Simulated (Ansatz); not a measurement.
`[GeH][Br]` + CH₃OH → `C[O][GeH]` + HBr at 400 K and 1 bar (ligand exchange at a Ge–Br bond).

Computed with Ansatz on PBE0-D4/def2-TZVP structures; ΔE is electronic, products minus reactants. CBS: MP2 limit from def2 TZ/QZ plus the TZ coupled-cluster correction, frozen cores. This one scheme is used for every species. For Br, Ge outer-core shells are correlated without core-valence functions, which leaves a few kJ/mol of doubt a bond. Scalar relativity is left out up to krypton.

```json
{"species": "`[GeH][Br]`", "CCSD(T)/CBS energy (Eh)": "-4650.03665", "H − E (kJ/mol)": "33.3", "S (J/(mol·K))": "289.1"}
{"species": "CH₃OH", "CCSD(T)/CBS energy (Eh)": "-115.61712", "H − E (kJ/mol)": "151.2", "S (J/(mol·K))": "252.6"}
{"species": "`C[O][GeH]`", "CCSD(T)/CBS energy (Eh)": "-2191.71863", "H − E (kJ/mol)": "148.2", "S (J/(mol·K))": "313.9"}
{"species": "HBr", "CCSD(T)/CBS energy (Eh)": "-2573.91920", "H − E (kJ/mol)": "27.6", "S (J/(mol·K))": "207.2"}
```

H − E and S are ideal-gas, rigid-rotor, harmonic terms from PBE0-D4/def2-TZVP. 1 Eh = 2625.50 kJ/mol, R = 8.31446 J/(mol·K).

Q: By hand: ΔE, ΔH, ΔS and ΔG.

A: ΔE = (-2191.71863) + (-2573.91920) − (-4650.03665) − (-115.61712) = 0.01594 Eh = 41.9 kJ/mol. Δ(H − E) = 148.2 + 27.6 − 33.3 − 151.2 = -8.7, so ΔH = 33.2 kJ/mol. ΔS = 313.9 + 207.2 − 289.1 − 252.6 = -20.6 J/(mol·K). ΔG = 33.2 − 400 × (-20.6)/1000 = 41.4 kJ/mol.

Q: By hand: the equilibrium constant, and the temperature at which ΔG would vanish if ΔH and ΔS stayed fixed.

A: log₁₀ K = −ΔG/(RT ln 10) = -5.4. ΔH and −TΔS have one sign here, so there is no such temperature.

ΔH outweighs TΔS. A doubt of 5 kJ/mol in ΔE shifts log₁₀ K by 0.7 here. These are equilibria of isolated gas molecules and say nothing of rates. Largest T1 diagnostic: 0.016 (customary marks: 0.02 for closed shells, 0.045 for open ones).
